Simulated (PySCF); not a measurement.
TDDFT excited states: C3H11AsSi

Compound: C₃H₁₁AsSi.
SMILES: `CCC[SiH2][AsH2]`

Method: TDDFT wB97X-D/def2-SVPD, vertical, gas phase, core orbitals frozen in the response (PySCF 2.14.0, density-fitted response routines). Geometry: PBE0-D3(BJ)/def2-SVP, one conformer, isolated molecule. The wB97X-D/def2-SVPD calculation is non-relativistic and has no spin–orbit coupling, an omission that weighs most on arsenic. Torsions of this conformer, `[CH3:1][CH2:2][CH2:3][SiH2:4][AsH2:5]`: C1–C2–C3–Si4 60°, C2–C3–Si4–As5 50°, H–As5–Si4–C3 -80°, H–As5–Si4–C3 -172°.

Problem. Predict the UV-vis stick spectrum at this level.

Solution. 

| state | E (eV) | λ (nm) | ν̃ (cm⁻¹) | f | main configurations (H = HOMO, L = LUMO) |
| --- | --- | --- | --- | --- | --- |
| S1 | 6.33 | 195.8 | 51070 | 0.022 | H→L+2 (64%), H→L+1 (29%) |
| S2 | 6.47 | 191.7 | 52170 | 0.041 | H→L (68%), H→L+1 (14%) |
| S3 | 6.87 | 180.4 | 55440 | 0.351 | H→L+1 (47%), H→L+2 (20%), H→L (18%) |
| S4 | 7.45 | 166.5 | 60070 | 0.012 | H→L+3 (61%), H→L+4 (14%) |
| S5 | 7.72 | 160.6 | 62270 | 0.010 | H-1→L (73%) |
| S6 | 7.82 | 158.5 | 63070 | 0.050 | H-1→L+1 (25%), H→L+7 (13%), H→L+4 (12%) |
| S7 | 7.86 | 157.8 | 63360 | 0.084 | H-1→L+1 (56%), H→L+4 (9%) |
| S8 | 7.99 | 155.1 | 64480 | 0.064 | H-1→L+2 (63%), H-2→L+1 (9%) |
| S9 | 8.13 | 152.5 | 65570 | 0.052 | H-2→L (44%), H-1→L+3 (13%), H-2→L+1 (11%) |
| S10 | 8.33 | 148.8 | 67190 | 0.050 | H-2→L+1 (43%), H-1→L+3 (20%), H-2→L+2 (9%) |

Triplets, Tamm–Dancoff:

```tsv
state	E (eV)	λ (nm)	main configurations (H = HOMO, L = LUMO)
T1	5.61	221.0	H→L (46%), H→L+1 (31%)
T2	5.69	217.7	H→L+2 (77%)
T3	6.24	198.5	H→L+1 (51%), H→L (29%), H→L+2 (10%)
T4	6.96	178.1	H-1→L+2 (21%), H-1→L+1 (14%), H→L+3 (13%)
```

The lowest singlet lies at 6.33 eV (196 nm, vacuum ultraviolet) and is weak; its leading configuration is HOMO→LUMO+2 (64%). The strongest level in the table is S3 at 6.87 eV (180 nm, f = 0.351). Löwdin shares by element: HOMO arsenic 62%, silicon 17%, hydrogen 11% or more; LUMO arsenic 26%, silicon 23%, hydrogen 16% or more (atoms not listed hold the other 35%). Weighted by f, the mean energy of these states is 7.32 eV. The oscillator strengths of these states sum to 0.738; summed over the whole spectrum of an exact calculation they would give the number of electrons, 76 (Thomas–Reiche–Kuhn). Orbital energies (eV): HOMO-3 -11.31, HOMO-2 -10.70, HOMO-1 -10.14, HOMO -9.02, LUMO 1.75, LUMO+1 1.90, LUMO+2 2.12. The vertical ionisation energy (ΔSCF) is 9.32 eV, 0.99 eV above S10. Only the lowest 10 singlets were computed, as vertical energies without vibronic structure.

Without π bonds the low states are Rydberg-like; a valence basis with one diffuse set may place them up to an eV too high.
